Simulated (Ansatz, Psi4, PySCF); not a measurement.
hydrogen fluoride (hydrogen fluoride), singlet, geometry from GFN2-xTB. Base run: R2SCAN/aug-cc-pVDZ (PySCF).

The PySCF input:
```python
from pyscf import gto, scf, dft

mol = gto.M(
    atom='''
F    -0.00000000   -0.00000000   -0.09325170
H     0.00000000    0.00000000    0.83926531
''',
    basis='aug-cc-pvdz',
    verbose=4,
)

mf = dft.RKS(mol)
mf.xc = 'r2scan'
mf.kernel()
```

The same geometry, method and basis name were run in Ansatz (an electronic-structure program) and Psi4 and PySCF, at each program's defaults and at the settings that a row names. The base is PySCF at its defaults. Differences at the defaults can come from grids, fitting, cores and function types together.

| code and settings | ΔE vs base (mEh) | basis functions | E (Eh) | SCF cycles | dipole (D) |
|---|---|---|---|---|---|
| PySCF, defaults (exact integrals, its default grid, spherical functions) | 0.000 | 32 | -100.41454 | 7 | 1.80 |
| Psi4, defaults (density fitting with its default set, its default grid, spherical functions) | -0.058 | 32 | -100.41460 | 7 | 1.80 |
| Ansatz, defaults (factorised integrals, its default grid, spherical functions) | -0.011 | 32 | -100.41455 | - | - |
| PySCF, density fitting with def2-universal-jkfit | -0.034 | 32 | -100.41458 | 7 | 1.80 |
| PySCF, fine grid | -0.009 | 32 | -100.41455 | 7 | 1.80 |
| Psi4, exact integrals, spherical functions, fine grid | -0.010 | 32 | -100.41455 | 8 | 1.80 |
| Ansatz, high accuracy | -0.010 | 32 | -100.41455 | - | - |
